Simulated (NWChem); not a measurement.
All runs are NWChem calculations. System: InO, charge 0, spin multiplicity 2, at a geometry optimised with UPBE/def2-SVP with def2 effective core potentials on In. The structure started from a generated list of species. Its SCF solution wasn't tested for a lower state. Level: ROCCSD(T)/def2-TZVP with def2 effective core potentials on In, 5 core orbitals frozen.

Input file:

```
start mol
memory heap 100 mb stack 700 mb global 1900 mb
geometry units angstroms nocenter noautoz
  In     0.000000     0.000000     0.272862
  O      0.000000     0.000000    -1.671279
  symmetry group C2v
end
basis spherical
  * library def2-tzvp
end
ecp
  In library def2-ecp
end
scf
  rohf
  nopen 1
  maxiter 100
  thresh 1e-7
  semidirect memsize 60000000 filesize 0
  # guess.movecs holds the orbitals of an unrestricted PBE0 run
  vectors input guess.movecs output mol.movecs
end
tce
  freeze core 5
  ccsd(t)
  2eorb
  2emet 13
  thresh 1e-6
  maxiter 100
  tilesize 24
end
task tce energy
```

NWChem printed:

```
             Northwest Computational Chemistry Package (NWChem) 7.3.0
             --------------------------------------------------------

                                NWChem Input Module
                                -------------------

 Scaling coordinates for geometry "geometry" by  1.889725989
 (inverse scale =  0.529177249)

 Turning off AUTOSYM since
 SYMMETRY directive was detected!

                             Geometry "geometry" -> ""
                             -------------------------

 Output coordinates in angstroms (scale by  1.889725989 to convert to a.u.)

  No.       Tag          Charge          X              Y              Z
 ---- ---------------- ---------- -------------- -------------- --------------
    1 In                  49.0000     0.00000000     0.00000000     0.27286200
    2 O                    8.0000     0.00000000     0.00000000    -1.67127900

 Effective nuclear repulsion energy (a.u.)     106.6987845058

            Nuclear Dipole moment (a.u.)
            ----------------------------
        X                 Y               Z
 ---------------- ---------------- ----------------
     0.0000000000     0.0000000000     0.0000113384

      Symmetry information
      --------------------

 Group name             C2v
 Group number             16
 Group order               4
 No. of unique centers     2

      Symmetry unique atoms

     1    2


 Summary of "ao basis" -> "" (spherical)
 ------------------------------------------------------------------------------
       Tag                 Description            Shells   Functions and Types
 ---------------- ------------------------------  ------  ---------------------
 *                         def2-tzvp                  on all atoms

 Summary of "ao basis" -> "ao basis" (spherical)
 ------------------------------------------------------------------------------
       Tag                 Description            Shells   Functions and Types
 ---------------- ------------------------------  ------  ---------------------
 In                        def2-tzvp                16       50   6s5p3d2f
 O                         def2-tzvp                11       31   5s3p2d1f

                                 NWChem SCF Module
                                 -----------------

  ao basis        = "ao basis"
  functions       =    81
  atoms           =     2
  closed shells   =    14
  open shells     =     1
  charge          =   0.00
  wavefunction    = ROHF
  use symmetry    = T
  symmetry adapt  = T

 Summary of "ao basis" -> "ao basis" (spherical)
 ------------------------------------------------------------------------------
       Tag                 Description            Shells   Functions and Types
 ---------------- ------------------------------  ------  ---------------------
 In                        def2-tzvp                16       50   6s5p3d2f
 O                         def2-tzvp                11       31   5s3p2d1f

      Symmetry analysis of basis
      --------------------------

        a1         35
        a2          8
        b1         19
        b2         19

 Forming initial guess at       0.1s

      Symmetry analysis of molecular orbitals - initial
      -------------------------------------------------

  Numbering of irreducible representations:

     1 a1          2 a2          3 b1          4 b2

  Orbital symmetries:

     1 a1          2 a1          3 b2          4 b1          5 a1
     6 a1          7 a2          8 a1          9 b2         10 b1
    11 a1         12 a1         13 b1         14 b2         15 a1
    16 b2         17 b1         18 a1         19 b2         20 b1
    21 a1         22 a1         23 a2         24 a1         25 b1

 Starting SCF solution at       0.1s

 ----------------------------------------------
         Quadratically convergent ROHF

 Convergence threshold     :          1.000E-07
 Maximum no. of iterations :          100
 Final Fock-matrix accuracy:          1.000E-09
 ----------------------------------------------

              iter       energy          gnorm     gmax       time
             ----- ------------------- --------- --------- --------
                 1     -263.9469715299  1.23D+00  3.55D-01      1.2
                 2     -264.0105301058  4.17D-01  1.76D-01      1.3
                 3     -264.0296057874  4.12D-01  1.62D-01      1.3
                 4     -264.0451574625  4.05D-01  1.29D-01      1.4
                 5     -264.0537192828  2.48D-01  5.74D-02      1.5
                 6     -264.0625942943  2.83D-02  7.55D-03      1.6
                 7     -264.0626863688  5.15D-04  1.58D-04      1.7
                 8     -264.0626864241  1.39D-07  6.50D-08      2.0
                 9     -264.0626864241  4.55D-09  1.75D-09      2.1

       Final ROHF results
       ------------------

         Total SCF energy =   -264.062686424067
      One-electron energy =   -530.206505874141
      Two-electron energy =    220.415768947591
 Nuclear repulsion energy =     45.728050502484

        Time for solution =      2.0s

       Symmetry analysis of molecular orbitals - final
       -----------------------------------------------

  Numbering of irreducible representations:

     1 a1          2 a2          3 b1          4 b2

  Orbital symmetries:

     1 a1          2 a1          3 b1          4 b2          5 a1
     6 a1          7 a2          8 a1          9 b1         10 b2
    11 a1         12 b2         13 b1         14 a1         15 a1
    16 b2         17 b1         18 a1         19 b2         20 b1
    21 a1         22 a1         23 a2         24 a1         25 b2
[...]
   15   -0.1918
   16    0.0266
   17    0.0266
   18    0.0742
   19    0.1503
   20    0.1503
   21    0.2039
   22    0.2640
   23    0.2640
   24    0.2806
   25    0.3138

                       ROHF Final Molecular Orbital Analysis
                       -------------------------------------

 Vector   13  Occ=2.000000D+00  E=-4.469797D-01  Symmetry=b1
              MO Center=  1.2D-15,  9.1D-17, -1.6D+00, r^2= 8.4D-01
   Bfn.  Coefficient  Atom+Function         Bfn.  Coefficient  Atom+Function
  ----- ------------  ---------------      ----- ------------  ---------------
    56      0.445949  2 O  px                59      0.405610  2 O  px
    62      0.295193  2 O  px

 Vector   14  Occ=2.000000D+00  E=-3.965411D-01  Symmetry=a1
              MO Center=  2.1D-15,  4.3D-15,  5.3D-01, r^2= 2.5D+00
   Bfn.  Coefficient  Atom+Function         Bfn.  Coefficient  Atom+Function
  ----- ------------  ---------------      ----- ------------  ---------------
     5      0.685292  1 In s                  2      0.678534  1 In s
     1     -0.499647  1 In s                  6      0.481838  1 In s
     3     -0.396862  1 In s                  4     -0.304232  1 In s

 Vector   15  Occ=1.000000D+00  E=-1.917850D-01  Symmetry=a1
              MO Center=  7.4D-16,  8.3D-16, -1.4D+00, r^2= 1.5D+00
   Bfn.  Coefficient  Atom+Function         Bfn.  Coefficient  Atom+Function
  ----- ------------  ---------------      ----- ------------  ---------------
    58      0.452896  2 O  pz                61      0.419487  2 O  pz
    64      0.224190  2 O  pz                 6     -0.222367  1 In s
    12      0.173096  1 In pz                15     -0.166601  1 In pz

 Vector   16  Occ=0.000000D+00  E= 2.661294D-02  Symmetry=b2
              MO Center= -1.8D-15, -4.6D-15,  4.5D-01, r^2= 7.9D+00
   Bfn.  Coefficient  Atom+Function         Bfn.  Coefficient  Atom+Function
  ----- ------------  ---------------      ----- ------------  ---------------
    20      0.776247  1 In py                14      0.203767  1 In py
    11     -0.195932  1 In py                17      0.187058  1 In py

 Vector   17  Occ=0.000000D+00  E= 2.661294D-02  Symmetry=b1
              MO Center= -3.7D-15,  2.5D-17,  4.5D-01, r^2= 7.9D+00
   Bfn.  Coefficient  Atom+Function         Bfn.  Coefficient  Atom+Function
  ----- ------------  ---------------      ----- ------------  ---------------
    19      0.776247  1 In px                13      0.203767  1 In px
    10     -0.195932  1 In px                16      0.187058  1 In px

 Vector   18  Occ=0.000000D+00  E= 7.416551D-02  Symmetry=a1
              MO Center=  3.4D-15, -3.9D-15,  8.2D-01, r^2= 1.2D+01
   Bfn.  Coefficient  Atom+Function         Bfn.  Coefficient  Atom+Function
  ----- ------------  ---------------      ----- ------------  ---------------
    21      1.318558  1 In pz                18     -0.636060  1 In pz
    34      0.271032  1 In d  0              64     -0.214006  2 O  pz

 center of mass
 --------------
 x =   0.00000000 y =   0.00000000 z =   0.06671123

 moments of inertia (a.u.)
 ------------------
         189.510882568924           0.000000000000           0.000000000000
           0.000000000000         189.510882568924           0.000000000000
           0.000000000000           0.000000000000           0.000000000000

  Mulliken analysis of the total density
  --------------------------------------

    Atom       Charge   Shell Charges
 -----------   ------   -------------------------------------------------------
    1 In  21    20.38   0.40 -0.84  1.58  0.85  1.05  0.82 -0.41  6.37  0.21  0.19  0.03  8.95  1.05  0.08  0.04  0.00
    2 O    8     8.62   0.79  1.18  0.60  0.98  0.37  1.75  1.90  1.04  0.00  0.01  0.00

 Mulliken analysis of the open-shell density
 -------------------------------------------

    Atom       Charge   Shell Charges
 -----------   ------   -------------------------------------------------------
    1 In  21     0.14   0.00 -0.00  0.00 -0.00  0.00  0.03 -0.00  0.00  0.07  0.03  0.00  0.01  0.00 -0.00  0.00  0.00
    2 O    8     0.86   0.00 -0.00  0.00  0.00  0.00  0.35  0.37  0.13  0.00  0.00  0.00

       Multipole analysis of the density wrt the origin
       ------------------------------------------------

     L   x y z        total         open         nuclear
     -   - - -        -----         ----         -------
     0   0 0 0     -0.000000     -1.000000     29.000000

     1   1 0 0     -0.000000     -0.000000      0.000000
     1   0 1 0     -0.000000     -0.000000      0.000000
     1   0 0 1      1.310419      2.681851    -14.437752

     2   2 0 0    -19.609333     -0.634341      0.000000
     2   1 1 0      0.000000     -0.000000      0.000000
     2   1 0 1     -0.000000      0.000000      0.000000
     2   0 2 0    -19.609333     -0.634341      0.000000
     2   0 1 1     -0.000000     -0.000000      0.000000
     2   0 0 2    -25.853168    -11.241258     85.380273

                   NWChem Extensible Many-Electron Theory Module
                   ---------------------------------------------


            General Information
            -------------------
      Number of processors :     1
         Wavefunction type : Restricted open-shell Hartree-Fock
          No. of electrons :    29
           Alpha electrons :    15
            Beta electrons :    14
           No. of orbitals :   162
            Alpha orbitals :    81
             Beta orbitals :    81
        Alpha frozen cores :     5
         Beta frozen cores :     5
     Alpha frozen virtuals :     0
      Beta frozen virtuals :     0
         Spin multiplicity : doublet
    Number of AO functions :    81
       Number of AO shells :    27
        Use of symmetry is : on
      Symmetry adaption is : on
         Schwarz screening : 0.10D-09

          Correlation Information
          -----------------------
          Calculation type : Coupled-cluster singles & doubles w/ perturbation
   Perturbative correction : (T)
            Max iterations :      100
        Residual threshold : 0.10D-05
     T(0) DIIS level shift : 0.00D+00
     L(0) DIIS level shift : 0.00D+00
     T(1) DIIS level shift : 0.00D+00
     L(1) DIIS level shift : 0.00D+00
     T(R) DIIS level shift : 0.00D+00
     T(I) DIIS level shift : 0.00D+00
   CC-T/L Amplitude update :  5-th order DIIS
                I/O scheme : Global Array Library
        L-threshold :  0.10D-05
        EOM-threshold :  0.10D-05
 no EOMCCSD initial starts read in
 TCE RESTART OPTIONS
 SLICE:      F
 D4D5:       F
 quantumc:   F
 qrotation:  F
 pwtce:      F
 qducc:      F
 nacto:                         0
 nrotv:                         0
 nrot:                          0

            Memory Information
            ------------------
          Available GA space size is     249023678 doubles
          Available MA space size is     104839676 doubles

 Maximum block size supplied by input
 Maximum block size        24 doubles

 tile_dim =     16

 -------------------------------------------------

 Global array virtual files algorithm will be used

 Parallel file system coherency ......... OK

 4-electron integrals stored in orbital form

 v2    file size   =          1866529
 4-index algorithm nr.  13 is used
 imaxsize =       30
 imaxsize ichop =        0


CCSD iterations
 ---------------------------------------------------------
 Iter          Residuum       Correlation     Cpu    Wall
 ---------------------------------------------------------
    1   0.2039089192113  -0.4798467014541     1.7     1.7
    2   0.1413491336752  -0.4703207552204     1.7     1.7
    3   0.2549811460039  -0.4721929931411     1.7     1.7
    4   0.4124763674358  -0.4842761298769     1.7     1.7
    5   0.7009395113803  -0.4641687737150     1.7     1.7
    6   0.0125478717240  -0.4781919717797     1.7     1.7
    7   0.0153931419848  -0.4791035875268     1.7     1.7
    8   0.0068508478046  -0.4799415704330     1.7     1.7
    9   0.0199652951605  -0.4799565045802     1.7     1.7
   10   0.0235954793446  -0.4809524108259     1.7     1.7
   11   0.0013805755253  -0.4813266561450     1.7     1.7
   12   0.0008158238583  -0.4813753850331     1.7     1.7
   13   0.0006198287127  -0.4813883480345     1.7     1.7
   14   0.0008528962547  -0.4813724037962     1.7     1.7
   15   0.0009412862745  -0.4814160208987     1.7     1.7
   16   0.0001135174617  -0.4813942505934     1.7     1.7
   17   0.0002037402709  -0.4814045511126     1.7     1.7
   18   0.0001855791934  -0.4814144748181     1.7     1.7
   19   0.0004018978243  -0.4814094211336     1.7     1.7
   20   0.0005945000735  -0.4814277150168     1.7     1.7
   21   0.0000163940069  -0.4814236217053     1.7     1.7
   22   0.0000163036990  -0.4814239387882     1.7     1.7
   23   0.0000124963296  -0.4814245652478     1.7     1.7
   24   0.0000257108021  -0.4814240038021     1.7     1.7
   25   0.0000347259942  -0.4814253145667     1.7     1.7
   26   0.0000020036874  -0.4814247139895     1.7     1.7
   27   0.0000029876242  -0.4814248890806     1.7     1.7
   28   0.0000024804266  -0.4814250295647     1.7     1.7
   29   0.0000055458835  -0.4814249863659     1.7     1.7
   30   0.0000080673807  -0.4814252095954     1.7     1.7
   31   0.0000003003139  -0.4814251808789     1.7     1.7
 -----------------------------------------------------------------
 Iterations converged
 CCSD correlation energy / hartree =        -0.481425180878896
 CCSD total energy / hartree       =      -264.544111604945726

 Singles contributions
    15a1  (beta ) ---    14a1  (beta )        0.2524083869

 Doubles contributions
 CCSD(T)
 Using plain CCSD(T) code
             total no. of tasks         3263
 total no. of tasks / no. procs         3263
                         wl_min            4           1.3
                         wl_max       229376           7.8
        thresh for no. of tasks         3263

 CCSD[T]  correction energy / hartree =        -0.023192430545431
 CCSD[T] correlation energy / hartree =        -0.504617611424327
 CCSD[T] total energy / hartree       =      -264.567304035491134
 CCSD(T)  correction energy / hartree =        -0.018850986748682
 CCSD(T) correlation energy / hartree =        -0.500276167627578
 CCSD(T) total energy / hartree       =      -264.562962591694429

 Task  times  cpu:       79.6s     wall:       79.6s

 Total times  cpu:       79.6s     wall:       79.6s
```
